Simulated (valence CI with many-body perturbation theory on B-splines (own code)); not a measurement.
**Sm XXX: electric-dipole lines**

Method: relativistic CI+MBPT: five valence electrons over a frozen Dirac-Fock core [Ar] 3d10, radial functions for each j: 11 s, 11 p, 10 d, 8 f, 5 g, 2 h, with the one-electron correlation potential Σ1 (screened to all orders), the two-electron term Σ2, the three-electron term Σ3, Breit, model QED; selected single and double excitations, second order for the rest, scaled by the run's own slope (own B-spline code, finite nucleus).

No measured spectrum was set against this ion. As an estimate, large intervals hold to a few tenths of a per cent, small ones and those within an open d or f shell to about a per cent. Among the levels kept, up to 2200 cm⁻¹ of a level comes from second order outside the variational space, and about a tenth of that is noise between levels of different J, which matters for small intervals.

Lines 201 to 250 of 552 in falling wavelength, among levels below 2611100 cm⁻¹, chosen from the strongest by gf and those to the six lowest levels. Wavelengths and rates use the calculated energies. Electric multipoles are in the length gauge with retardation, E1 and E2 with the static RPA response of the core. Weak lines are less certain than strong ones. Lines between different terms over intervals too small for the method are left out, as are lines whose strength nearly cancels. Where a level lies close to another of its J and parity, the split of strength between their lines is uncertain. The highest levels of a list are the least certain.

Levels are named by their leading jj configuration (3d3/2^4 stands for four electrons in 3d with j = 3/2), which in mixed levels can hold well under half, so a name can repeat and another be missing. Letters in brackets count levels of one name in rising energy.

```csv
λ vac (Å),Upper,Lower,A (s⁻¹),S (a.u.)
97.04,(4s^2 4p1/2 4d5/2^2) J=3/2,(4s^2 4p1/2 4p3/2 4d3/2) J=1/2 [b],6.21e+10,1.12e-01
97.02,(4s^2 4p1/2 4d3/2 4d5/2) J=3/2 [b],(4s^2 4p1/2 4p3/2 4d3/2) J=3/2 [b],1.11e+11,2.00e-01
96.96,(4s 4p1/2 4p3/2^2 4d3/2) J=5/2 [e],(4s^2 4p1/2 4p3/2 4d3/2) J=7/2,2.10e+10,5.67e-02
96.91,(4s^2 4p1/2 4d3/2 4d5/2) J=7/2,(4s^2 4p1/2 4p3/2 4d5/2) J=5/2 [a],1.53e+10,5.51e-02
96.79,(4s^2 4p1/2 4d3/2 4d5/2) J=3/2 [a],(4s^2 4p1/2 4p3/2 4d3/2) J=5/2,8.83e+10,1.58e-01
96.74,(4s^2 4p3/2 4d5/2^2) J=7/2,(4s^2 4p3/2^2 4d5/2) J=7/2,1.65e+10,5.90e-02
96.72,(4s^2 4p1/2 4p3/2 4f5/2) J=5/2 [b],(4s^2 4p1/2 4p3/2 4d5/2) J=5/2 [b],5.47e+10,1.47e-01
96.71,(4s 4p1/2 4p3/2^2 4d5/2) J=5/2 [g],(4s^2 4p1/2 4p3/2 4d3/2) J=7/2,3.87e+10,1.04e-01
96.59,(4s 4p1/2 4p3/2^2 4d5/2) J=3/2 [a],(4s 4p1/2 4p3/2^3) J=3/2 [a],8.84e+10,1.57e-01
96.56,(4s^2 4p1/2 4p3/2 4d5/2) J=7/2 [b],(4s^2 4p1/2 4p3/2^2) J=5/2,1.62e+11,5.77e-01
96.51,(4s^2 4p1/2 4p3/2 4f7/2) J=7/2 [a],(4s^2 4p1/2 4p3/2 4d5/2) J=5/2 [b],1.78e+10,6.32e-02
96.39,(4s 4p1/2 4p3/2^2 4d3/2) J=3/2 [f],(4s 4p1/2 4p3/2^3) J=5/2,6.54e+10,1.16e-01
96.27,(4s 4p3/2^3 4d3/2) J=5/2 [a],(4s^2 4p1/2 4p3/2 4d5/2) J=5/2 [c],2.87e+10,7.58e-02
96.26,(4s 4p1/2^2 4p3/2 4d5/2) J=7/2 [a],(4s 4p1/2^2 4p3/2^2) J=5/2,1.16e+11,4.10e-01
96.25,(4s^2 4p3/2 4d3/2 4d5/2) J=7/2 [b],(4s^2 4p3/2^2 4d3/2) J=5/2,2.45e+10,8.62e-02
96.12,(4s^2 4p1/2 4d3/2 4d5/2) J=9/2,(4s^2 4p1/2 4p3/2 4d3/2) J=7/2,3.62e+10,1.59e-01
96.04,(4s^2 4p1/2 4p3/2 4f7/2) J=7/2 [b],(4s^2 4p1/2 4p3/2 4d5/2) J=7/2 [b],3.44e+10,1.20e-01
95.85,(4s 4p1/2 4p3/2^2 4d5/2) J=7/2 [f],(4s^2 4p1/2 4p3/2 4d3/2) J=5/2,3.21e+10,1.12e-01
95.81,(4s^2 4p1/2 4d3/2 4d5/2) J=7/2,(4s^2 4p1/2 4p3/2 4d5/2) J=9/2,2.65e+10,9.21e-02
95.78,(4s^2 4p1/2^2 4f7/2) J=7/2 [a],(4s^2 4p1/2^2 4d5/2) J=5/2,4.51e+10,1.56e-01
95.77,(4s 4p1/2^2 4p3/2 4d5/2) J=5/2 [b],(4s 4p1/2^2 4p3/2^2) J=3/2,1.15e+11,2.99e-01
95.60,(4s^2 4p1/2 4p3/2 4d3/2) J=1/2 [b],(4s^2 4p1/2 4p3/2^2) J=3/2,6.30e+10,5.44e-02
95.54,(4s^2 4p1/2 4d5/2^2) J=1/2,(4s^2 4p1/2 4p3/2 4d5/2) J=3/2 [b],3.56e+11,3.06e-01
95.52,(4s^2 4p1/2 4p3/2 4d5/2) J=5/2 [b],(4s^2 4p1/2 4p3/2^2) J=3/2,2.52e+09,6.50e-03
95.44,(4s 4p1/2 4p3/2^2 4d5/2) J=1/2 [b],(4s 4p1/2 4p3/2^3) J=1/2,2.35e+11,2.02e-01
95.38,(4s^2 4p1/2 4p3/2 4f7/2) J=5/2 [b],(4s^2 4p1/2 4p3/2 4d5/2) J=3/2 [b],1.80e+11,4.63e-01
95.38,(4s 4p1/2 4p3/2^2 4d5/2) J=3/2 [f],(4s 4p1/2 4p3/2^3) J=3/2 [b],1.16e+11,1.99e-01
95.33,(4s 4p1/2 4p3/2^2 4d5/2) J=7/2 [d],(4s 4p1/2 4p3/2^3) J=5/2,1.13e+11,3.85e-01
95.23,(4s^2 4p3/2 4d3/2 4d5/2) J=7/2 [b],(4s^2 4p3/2^2 4d5/2) J=9/2,1.50e+10,5.11e-02
95.13,(4s 4p1/2 4p3/2^2 4d5/2) J=5/2 [e],(4s 4p1/2 4p3/2^3) J=5/2,1.11e+11,2.82e-01
95.06,(4s^2 4p1/2 4d3/2^2) J=1/2,(4s^2 4p1/2 4p3/2 4d3/2) J=1/2 [a],9.47e+10,8.03e-02
95.05,(4s 4p1/2 4p3/2^2 4d3/2) J=3/2 [b],(4s 4p1/2^2 4p3/2^2) J=1/2,3.68e+10,6.24e-02
95.03,(4s 4p1/2 4p3/2^2 4d5/2) J=1/2 [c],(4s 4p1/2 4p3/2^3) J=3/2 [b],1.80e+11,1.53e-01
94.93,(4s^2 4p1/2 4p3/2 4d5/2) J=1/2,(4s^2 4p1/2 4p3/2^2) J=1/2,3.69e+11,3.11e-01
94.86,(4s^2 4p1/2 4d5/2^2) J=7/2,(4s^2 4p1/2 4p3/2 4d5/2) J=7/2 [a],6.97e+10,2.35e-01
94.81,(4s^2 4p1/2 4d3/2 4d5/2) J=3/2 [a],(4s^2 4p1/2 4p3/2 4d3/2) J=3/2 [a],1.05e+11,1.77e-01
94.73,(4s^2 4p3/2 4d5/2^2) J=5/2,(4s^2 4p3/2^2 4d5/2) J=7/2,2.98e+11,7.50e-01
94.50,(4s 4p1/2 4p3/2^2 4d5/2) J=5/2 [g],(4s^2 4p1/2 4p3/2 4d3/2) J=5/2,4.03e+10,1.01e-01
94.41,(4s^2 4p1/2 4p3/2 4d5/2) J=3/2 [a],(4s^2 4p1/2 4p3/2^2) J=3/2,1.19e+11,1.98e-01
94.40,(4s^2 4p3/2^2 4d5/2) J=1/2,(4s^2 4p3/2^3) J=3/2,5.05e+11,4.19e-01
94.40,(4s^2 4p3/2^2 4f5/2) J=7/2,(4s^2 4p3/2^2 4d3/2) J=5/2,3.84e+10,1.28e-01
94.34,(4s^2 4p1/2^2 4f7/2) J=7/2 [b],(4s^2 4p1/2^2 4d5/2) J=5/2,6.87e+10,2.28e-01
94.33,(4s^2 4p1/2 4d5/2^2) J=3/2,(4s^2 4p1/2 4p3/2 4d3/2) J=3/2 [b],5.57e+10,9.23e-02
94.18,(4s 4p1/2 4p3/2^2 4d5/2) J=5/2 [c],(4s 4p1/2 4p3/2^3) J=3/2 [a],7.78e+10,1.92e-01
94.18,(4s^2 4p1/2 4p3/2 4f7/2) J=3/2,(4s^2 4p1/2 4p3/2 4d5/2) J=1/2,3.30e+11,5.45e-01
94.07,(4s^2 4p1/2 4p3/2 4f7/2) J=7/2 [b],(4s^2 4p1/2 4p3/2 4d5/2) J=5/2 [b],9.57e+10,3.14e-01
93.95,(4s^2 4p1/2 4d3/2 4d5/2) J=1/2,(4s^2 4p1/2 4p3/2 4d3/2) J=1/2 [a],1.11e+11,9.06e-02
93.93,(4s^2 4p1/2 4p3/2 4f5/2) J=3/2 [b],(4s^2 4p1/2 4p3/2 4d5/2) J=3/2 [a],1.39e+11,2.27e-01
93.87,(4s^2 4p1/2 4d3/2 4d5/2) J=1/2,(4s^2 4p1/2 4p3/2 4d3/2) J=3/2 [a],2.09e+11,1.71e-01
93.74,(4s 4p1/2 4p3/2^2 4d5/2) J=7/2 [e],(4s 4p1/2 4p3/2^3) J=5/2,3.40e+10,1.11e-01
```
